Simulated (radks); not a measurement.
Question: Lu56+, 15 electrons, occupied as [He] 2s2 2p5 3s2 3p3 4p1 (not the ground configuration). Calculated with a radial shooting solver on a logarithmic mesh with Libxc functionals: scalar-relativistic Kohn-Sham, PBEsol, spin-polarised, spherical densities, point nucleus; open shells are filled with parallel spins first (spin-orbit coupling, left out, can overturn this in heavy ions). Some entries of the table are withheld. Estimate them.

| orbital | occ. | eigenvalue (hartree) | <r^2> (bohr^2) |
|---|---|---|---|
| 1s up | 1 | -2493.563 | 0.0005115 |
| 1s down | 1 | -2492.555 | 0.0005112 |
| 2s up | 1 | -554.6768 | 0.007655 |
| 2s down | 1 | -553.5237 | 0.007655 |
| 2p up | 3 | -509.1475 | 0.006213 |
| 2p down | 2 | -507.7225 | 0.006219 |
| 3s up | 1 | -221.7373 | 0.04292 |
| 3s down | 1 | -220.2252 | 0.04306 |
| 3p up | 3 | -208.0858 | 0.04158 |
| 3p down | 0 | -206.5355 | 0.04174 |
| 3d up | 0 | -195.6905 | 0.03205 |
| 3d down | 0 | -194.2918 | 0.03207 |
| 4s up | 0 | -117.3315 | 0.1478 |
| 4s down | 0 | -116.4227 | 0.1484 |
| 4p up | 1 | -111.7495 | 0.1495 |
| 4p down | 0 | -110.8371 | 0.1502 |
| 4f up | 0 | -103.4454 | 0.1021 |
| 4f down | 0 | -102.3518 | 0.1031 |
| 5p up | 0 | (1) | 0.3911 |

Answer: 
(1) 5p up eigenvalue (hartree): -69.60128
